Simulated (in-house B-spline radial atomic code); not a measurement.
A run on Br II (Br+) (an excited or competing configuration) that did not converge. Method: scalar-relativistic (X2C) wB97X, spin-polarised, spherical fractional occupations, exact exchange averaged over the configuration, Fermi nucleus of rms radius 4.1629 fm; computed with a B-spline radial code for spherical atoms.

Command:
```bash
python run_scf.py task.json out
```
Settings (nuclear radius in fm, mass in u):
```
Z                35
configuration    [Ar] 3d9 4s2 4p4 5p1
hamiltonian      x2c
method           wb97x
spin_polarised   True
nucleus          fermi
rms_radius       4.1629
atomic_mass      78.91834
speed_of_light   137.035999084
exact_exchange   averaged over the configuration
```

First and last ten iterations of the last attempt (damped for 15 steps, keeping 80 % of the old Fock matrix, then DIIS):
```
 iter        energy (Eh)    residual
    1       -2600.776862    3.98e-01
    2       -2602.025150    1.95e-01
    3       -2602.513663    1.23e-01
    4       -2602.730137    7.65e-02
    5       -2602.824620    4.72e-02
    6       -2602.865643    3.05e-02
    7       -2602.883533    2.26e-02
    8       -2602.891445    1.70e-02
    9       -2602.895030    1.29e-02
   10       -2602.896713    9.86e-03
  111       -2602.898739    3.83e-06
  112       -2602.898739    3.79e-06
  113       -2602.898739    3.80e-06
  114       -2602.898739    1.15e-05
  115       -2602.898739    4.86e-06
  116       -2602.898739    8.82e-06
  117       -2602.898739    1.02e-05
  118       -2602.898739    5.31e-06
  119       -2602.898739    7.95e-06
  120       -2602.898739    5.05e-06
 not converged after 120 iterations
```

The smallest residual met was 3.1e-06; the threshold is about 3e-07. Over the last five steps the energy moves by less than 1e-08 hartree, but the orbitals didn't meet the threshold. Run time, properties included: 41 s on 1 thread of Arm Neoverse N1 (shared host).
